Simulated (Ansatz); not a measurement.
Reaction (atomization): `F[CH]([SiH3])[Al]([F])[Cl]` → Al• + C• + Cl• + 2 F• + 4 H• + Si•

Gas-phase electronic energies from Ansatz, PBE0-D4/def2-TZVP geometries. CCSD(T)/CBS is the MP2 limit (def2-TZVPP, def2-QZVPP) plus CCSD(T) − MP2 in def2-TZVPP, frozen cores. This one scheme is used for every species, atoms too. Functionals use def2-TZVPP. B3LYP here is the variant with VWN-RPA as its local correlation; programs differ in this. Open shells (•) are unrestricted, without spin–orbit coupling. Spin–orbit coupling would lower the free atoms: a little for Al, C, Cl, F, Si. One conformer a species, not always the lowest.

CCSD(T)/CBS gives +36.09 eV.

Q: Another level gave +35.63 eV. Which?
A. PBE0/def2-TZVPP
B. PBE-QIDH/def2-TZVPP
C. revPBE-D4/def2-TZVPP
D. B3LYP/def2-TZVPP

A: B. PBE-QIDH 35.63, PBE0 35.48, revPBE-D4 35.40, B3LYP 35.32 eV.

Largest T1 diagnostic among the species: 0.018.

From PBE to PBE0 (25 % exact exchange), in def2-TZVPP and without D4, ΔE moves by −0.61 eV: exact exchange takes away binding that semilocal exchange gives to molecules. At CCSD(T), def2-SVP lies −2.39 eV from the extrapolated value and def2-TZVPP −1.07 eV: correlation converges slowly with the basis, and small sets miss more of it in the bonded molecule than in its fragments.

For atomizations the MP2-based limit and the directly extrapolated one differ by several kJ/mol either way, and by 10 to 25 for some Ge, Se and Sn compounds, so smaller differences from it don't rank the levels.
